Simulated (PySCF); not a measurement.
Cl2HOZr, SMILES [OH][Zr+]([Cl])[Cl], charge +1, multiplicity 1. The structure is a stationary point at PBE0-D3(BJ)/def2-SVP. The spin state was assumed, not searched. The isomer is the one that the SMILES or the coordinates give; other isomers of the formula were not compared. The def2 effective core potentials stand for the cores of Zr; spin–orbit coupling is left out. The values are those of a single conformer.

Computed with PBE0-D3(BJ)/def2-SVP (PySCF).

Harmonic wavenumbers (cm⁻¹): 96, 123, 157, 415, 445, 471, 541, 839, 3856. Rotational constants (GHz): 3.393, 1.903, 1.352; symmetry number 1.

Problem. Work out the zero-point energy and the ideal-gas rigid-rotor harmonic-oscillator thermochemistry at 298.15 K and 1 atm.

Solution. ZPE = ½ Σ hcν = ½ × 6943 cm⁻¹ = 9.93 kcal/mol. H − E(el) = 14.27 kcal/mol. Entropy in cal/(mol K): translation 41.46, rotation 28.00, vibration 12.37, total 81.83. G − E(el) = -10.13 kcal/mol. Cp = 19.60 cal/(mol K). Modes under 150 cm⁻¹ make the vibrational entropy uncertain.
